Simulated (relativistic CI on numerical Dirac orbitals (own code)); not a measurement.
# How well does a small relativistic CI reproduce Sn?

Method of calculation: Dirac-Coulomb-Breit CI, separate exchange-only KLI orbitals for each configuration, model QED, valence Slater integrals scaled by 0.85, P86 correlation energy added to each configuration (own radial code, finite nucleus).

CI space (outside the closed core [Kr] 4d10): 5s2 5p2, 5s2 5p 6s, 5s 5p3, 5s2 5p 6p, 5s2 5p 5d, 5s2 5p 7s, 5s2 5p 7p, 5s2 5p 6d, 5s2 5p 4f, 5s2 5d2, 5s2 5p 8s, 5s2 5p 8p, 5s2 5p 7d, 5s2 5p 5f, 5s2 5p 5g, 5s2 5p 8d, 5p4, 5s 5p2 5d. Levels of other configurations are missing.

| Configuration | Term (tabulated) | J | Measured (cm⁻¹) | Computed | Error | Purity (%) |
| --- | --- | --- | --- | --- | --- | --- |
| 5s2 5p2 | 3P | 0 | 0.0 | 0 | 0 | 95 |
| 5s2 5p2 | 3P | 1 | 1691.8 | 1589 | -102 | 98 |
| 5s2 5p2 | 3P | 2 | 3427.7 | 3316 | -111 | 92 |
| 5s2 5p2 | 1D | 2 | 8613.0 | 9370 | 757 | 92 |
| 5s2 5p2 | 1S | 0 | 17162.5 | 15629 | -1533 | 91 |
| 5s2 5p 6s | 3P° | 0 | 34640.8 | 37816 | 3175 | 100 |
| 5s2 5p 6s | 3P° | 1 | 34914.3 | 38123 | 3208 | 77 |
| 5s2 5p 6s | 3P° | 2 | 38628.9 | 41875 | 3246 | 99 |
| 5s2 5p 6s | 1P° | 1 | 39257.1 | 42641 | 3384 | 71 |
| 5s 5p3 | 5S° | 2 | 39625.5 | 34984 | -4642 | 99 |
| 5s2 5p 6p | 3D | 1 | 42342.2 | 45174 | 2831 | 67 |
| 5s2 5p 6p | 3D | 2 | 43430.1 | 46121 | 2691 | 64 |
| 5s2 5p 6p | 3P | 0 | 43799.1 | 46409 | 2610 | 83 |
| 5s2 5p 5d | 3D° | 1 | 44508.7 | 46495 | 1986 | 59 |
| 5s2 5p 6p | 3D | 3 | 47006.8 | 49818 | 2811 | 99 |
| 5s2 5p 6p | 3P | 2 | 47235.2 | 49988 | 2753 | 58 |
| 5s2 5p 6p | 3S | 1 | 47805.8 | 50486 | 2680 | 73 |
| 5s2 5p 5d | 3F° | 4 | 48107.3 | 51298 | 3191 | 98 |
| 5s2 5p 6p | 1D | 2 | 48189.8 | 50896 | 2706 | 68 |
| 5s2 5p 5d | 3P° | 2 | 48669.4 | 51197 | 2528 | 67 |
| 5s2 5p 6p | 1S | 0 | 49406.2 | 52033 | 2627 | 74 |
| 5s2 5p 5d | 3P° | 0 | 49487.1 | 52046 | 2559 | 79 |

Measured levels from NIST Handbook of Basic Atomic Spectroscopic Data (Sansonetti and Martin, J. Phys. Chem. Ref. Data 34, 1559 (2005)); pairs were made by configuration, J and term (by order where the table uses no LS term), so strongly mixed levels may be paired wrongly.

Mean error by configuration (cm⁻¹): 5s2 5p2 -248; 5s2 5p 6s 3253; 5s 5p3 -4642; 5s2 5p 6p 2714; 5s2 5p 5d 2566. Over the excited levels the mean absolute error is 2483 cm⁻¹ (21 of the 31 excited levels that our extract of the source holds in range could be paired, and the others can miss by more), and the median relative error of those above 1,000 cm⁻¹ is 6.1 %.

Transition probabilities of persistent lines. The last column rescales the computed rate by the cube of measured over computed energy:

| λ measured (Å) | Lower | Upper | A tabulated (s⁻¹) | A computed | A rescaled |
| --- | --- | --- | --- | --- | --- |
| 2209.66 air | 5s2 5p2 3P_2 | 5s2 5p 5d 3P°_2 | 5.60e+07 | 5.33e+07 | 4.50e+07 |
| 2246.06 air | 5s2 5p2 3P_0 | 5s2 5p 5d 3D°_1 | 1.48e+08 | 9.14e+07 | 8.02e+07 |
| 2661.24 air | 5s2 5p2 3P_1 | 5s2 5p 6s 1P°_1 | 1.53e+07 | 1.29e+07 | 9.85e+06 |
| 2706.51 air | 5s2 5p2 3P_1 | 5s2 5p 6s 3P°_2 | 5.39e+07 | 8.46e+07 | 6.52e+07 |
| 2839.98 air | 5s2 5p2 3P_2 | 5s2 5p 6s 3P°_2 | 1.57e+08 | 2.08e+08 | 1.58e+08 |
| 2863.32 air | 5s2 5p2 3P_0 | 5s2 5p 6s 3P°_1 | 5.44e+07 | 7.97e+07 | 6.12e+07 |
| 3009.13 air | 5s2 5p2 3P_1 | 5s2 5p 6s 3P°_1 | 3.55e+07 | 5.31e+07 | 4.00e+07 |
| 3034.11 air | 5s2 5p2 3P_1 | 5s2 5p 6s 3P°_0 | 1.89e+08 | 2.70e+08 | 2.03e+08 |
| 3175.03 air | 5s2 5p2 3P_2 | 5s2 5p 6s 3P°_1 | 8.93e+07 | 1.22e+08 | 9.04e+07 |
| 3262.33 air | 5s2 5p2 1D_2 | 5s2 5p 6s 1P°_1 | 2.70e+08 | 2.38e+08 | 1.86e+08 |
| 3801.01 air | 5s2 5p2 1D_2 | 5s2 5p 6s 3P°_1 | 2.80e+07 | 3.19e+07 | 2.44e+07 |
| 4524.73 air | 5s2 5p2 1S_0 | 5s2 5p 6s 1P°_1 | 2.60e+07 | 2.09e+07 | 1.14e+07 |
